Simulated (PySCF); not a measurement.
**Exercise with solution: dipole moment from atomic charges**

Mo(S)2(OH)(SH) (H₂MoOS₃), SMILES [OH][Mo](=[S])(=[S])[SH], multiplicity 1. Atoms are numbered in the order given.

```xyz
7

Mo     0.0615     0.0802    -0.1960
S      0.3322     1.8471     0.9389
S      1.5585    -1.3468     0.2386
O      0.0039     0.5146    -2.0139
H      0.2941    -0.0993    -2.7058
S     -1.9070    -0.9722     0.4795
H     -2.6478     0.1635     0.5380
```
Charge 0, spin multiplicity 1.

The structure is a stationary point at B3LYP-D3(BJ)/def2-SVP. The spin state was assumed, not searched. The def2 effective core potentials stand for the cores of Mo; spin–orbit coupling is left out. One conformer was computed; it need not be the lowest.

Charges (e) from CAM-B3LYP/def2-TZVP in PySCF:

```csv
atom,ESP fit,Mulliken
Mo1,0.292,1.116
S2,-0.122,-0.324
S3,-0.084,-0.297
O4,-0.484,-0.680
H5,0.420,0.355
S6,-0.229,-0.344
H7,0.207,0.174
```

The dipole moment of the full density is 1.96 D.

### Question
What dipole moment does each set of point charges give, and which comes closer to that of the density?

### Answer

μ = Σ q r, and 1 e Å = 4.8032 D.
ESP fit: Σ q r = (-0.143, -0.123, -0.352) e Å, |μ| = 1.92 D.
Mulliken: Σ q r = (-0.205, -0.131, -0.256) e Å, |μ| = 1.70 D.
ESP fit comes closer in size. Point charges leave out the atoms' own dipoles (lone pairs, polarised bonds); fits to the potential absorb them, partitions of the density don't.
